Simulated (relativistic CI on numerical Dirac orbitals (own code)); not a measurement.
# Cr3+ in a cubic cluster: 1s photoemission with charge transfer

Computed with a charge-transfer multiplet model of a cubic metal-ligand cluster with up to 2 ligand holes, Slater and spin-orbit integrals from Dirac-Coulomb-Breit ions, Slater integrals scaled by 0.7. The ground state mixes d3 with configurations of k ligand holes L, whose averages lie at kΔ + k(k − 1)U_dd/2; a core hole lowers each added d electron by U_cd. 20 K, Lorentzian 1.1 eV and Gaussian 0.6 eV FWHM.

Atomic integrals in eV (Slater integrals scaled, ζ unscaled), ground: F2dd 7.502, F4dd 4.697, zeta_d 0.033; with the core hole: F2dd 8.697, F4dd 5.472, zeta_d 0.051, G2cd 0.043.

Cluster parameters (eV): Δ = 2.8, U_cd = 6.6, 10Dq = 0.3, 10Dq(ligand) = 0.6, V(eg) = 3.15, V(t2g) = -1.69, final-state hopping factor = 1.

| Case | n_d | d3 | d4L | d5L2 | S |
| --- | --- | --- | --- | --- | --- |
| U_dd = 4.5 eV | 3.75 | 0.38 | 0.50 | 0.13 | 1.50 |
| U_dd = 5.9 eV | 3.72 | 0.39 | 0.50 | 0.11 | 1.50 |
| U_dd = 7.3 eV | 3.69 | 0.41 | 0.50 | 0.10 | 1.50 |

Weights, n_d and S are thermal averages at 20 K. Binding energies count from the first peak over 30 % of the highest in each spectrum, which can be another peak from case to case. The parameters are a model scan and need not match a compound or its usual spin state. Peaks in eV (height, largest 100):
- U_dd = 4.5 eV: 0.0 (100), 13.7 (9)
- U_dd = 5.9 eV: 0.0 (100), 13.4 (8)
- U_dd = 7.3 eV: 0.0 (100), 13.6 (8)

For the case U_dd = 5.9 eV, Δ = 2.8 eV is smaller than U_dd = 5.9 eV, the charge-transfer side of the Zaanen-Sawatzky-Allen scheme. With the core hole the average of the configuration with one ligand hole lies at Δ − U_cd = -3.8 eV before mixing: the effective hopping of about 6.5 eV (from the holes of the mixed ground state) is comparable with this gap or larger, so the configurations mix strongly.

With at most 2 ligand holes the space is cut while the next configuration still counts, so covalency is underestimated, and a final configuration with one more ligand hole, which can lie low, is missing from the spectra.
